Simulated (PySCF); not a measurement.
**MBr3- across the alkaline earths**

Level: PBE0, basis family def2-SVPD, scalar-relativistic core potentials from Rb on and no relativity for lighter atoms.

Each entry is the lowest minimum that a search over a few typed start shapes (and spin states, where more than one is plausible) found, or that minimum re-optimised at the stated level; isomers with ligand–ligand bonds, or fragments after loss of a ligand pair, can lie lower. Open shells are unrestricted; no spin–orbit coupling; PySCF with density fitting.

```json
{"molecule": "MgBr₃⁻", "2S+1": "1", "point group": "D3h", "mean bond to the central atom (Å)": "2.458", "distinct angles (°)": "120", "highest ω (cm⁻¹)": "367"}
{"molecule": "CaBr₃⁻", "2S+1": "1", "point group": "D3h", "mean bond to the central atom (Å)": "2.708", "distinct angles (°)": "120", "highest ω (cm⁻¹)": "270"}
{"molecule": "SrBr₃⁻", "2S+1": "?", "point group": "?", "mean bond to the central atom (Å)": "?", "distinct angles (°)": "?", "highest ω (cm⁻¹)": "?"}
```

Problem. Fill in the row of SrBr₃⁻.

Solution. 2S+1: 1; point group: D3h; mean bond to the central atom (Å): 2.882; distinct angles (°): 120; highest ω (cm⁻¹): 198.

The bond lengthens at every step; the largest change, 0.250 Å, falls between MgBr₃⁻ and CaBr₃⁻ among the members listed.

The shape of SrBr₃⁻ rests on a mode under 45 cm⁻¹ and is not firmly settled.

Left out of the table are members whose search was unfinished or whose lowest solution was spin-contaminated, unstable, very soft or bonded differently.
